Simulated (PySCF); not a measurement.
## Stretching ZnN⁺

Set-up: Zn 6-31G(d,p), N 6-31G(d,p); no relativity (PySCF 2.14). Energies in eV from Zn⁺ + N in their ground configurations at the same level. State: ³Σ⁻ (triplet), unpaired electrons π ↑↑.

All columns are TPSSh. A positive dipole points towards N; it is taken about the centre of mass and depends on that origin.

```csv
R (Å),E (eV),μ (D),Mulliken charge on Zn (basis-dependent),HOMO (eV),LUMO (eV),Mayer bond order,⟨S²⟩
1.650,-1.065,-3.29,1.13,-14.37,-10.69,1.30,2.03
1.727,-1.413,-3.26,1.11,-14.29,-10.71,1.25,2.03
1.804,-1.591,-3.20,1.09,-14.20,-10.74,1.20,2.05
1.861,-1.643,-3.14,1.08,-14.12,-10.76,1.17,2.06
1.919,-1.645,-3.06,1.07,-14.05,-10.78,1.13,2.08
1.977,-1.609,-2.96,1.06,-13.97,-10.80,1.08,2.10
2.053,-1.522,-2.79,1.04,-13.87,-10.83,1.02,2.15
2.149,-1.375,-2.54,1.02,-13.75,-10.87,0.92,2.23
2.264,-1.181,-2.22,0.99,-13.63,-10.91,0.79,2.35
2.418,-0.936,-1.85,0.96,-13.52,-10.96,0.61,2.50
```

A fit through these points gives, at Re = 1.892 Å, μ = -3.10 D and dμ/dR = 1.42 D/Å; the reduced mass is 11.49 u.

Q: How strong is the fundamental in the double-harmonic approximation, I = 42.26·(dμ/dR)²/μred km/mol?

A: I = 42.26·(1.42)²/11.49 = 7.42 km/mol at TPSSh.

⟨S²⟩ of the unrestricted solution departs from its pure value on part of the curve, where spin states mix. For an ion De counts to the pair picked by the measured ionisation energies or electron affinities, which need not be the lowest pair at this level. The state is the lowest determinant that a PBE0 search found; another state may lie lower at other levels.
